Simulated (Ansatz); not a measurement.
A structure relaxed at PBE-D4/def2-SVP in Ansatz, charge 0, singlet:

```csv
atom,x (Å),y (Å),z (Å)
Mo1,0.259,0.006,0.436
O2,-1.114,0.474,-0.940
O3,1.776,-0.400,1.106
O4,-0.558,-1.746,0.371
O5,-0.230,1.413,1.578
O6,-0.011,-1.853,-0.956
H7,0.370,1.622,2.321
H8,-1.001,1.128,-1.654
H9,-0.686,-1.300,-1.462
H10,1.195,0.656,-0.801
```

Give its formula.

MoO₅H₄.

Summarise the bond lengths by kind (pairs closer than 1.2 times the sum of covalent radii, bridged metal pairs left out).

5 × Mo–O 1.71 to 2.34 Å; 1 × O–O 1.44 Å; 3 × H–O 0.97 to 1.01 Å; 1 × H–Mo 1.68 Å. The metal has 6 neighbours: O 2.00 Å, O 1.71 Å, O 1.93 Å, O 1.88 Å, O 2.34 Å, H 1.68 Å.

In the def2 sets Mo takes a core potential; there is no spin–orbit coupling. The structure holds one bond between oxygen atoms, so isomers without such links may lie far lower. The restricted singlet is unstable towards broken spin symmetry in Hartree–Fock (as tested in another run); at PBE-D4/def2-SVP this wasn't settled. Another isomer (singlet) lies 0.34 eV lower at PBE0-D4/def2-TZVP; other spin states weren't run for this one.
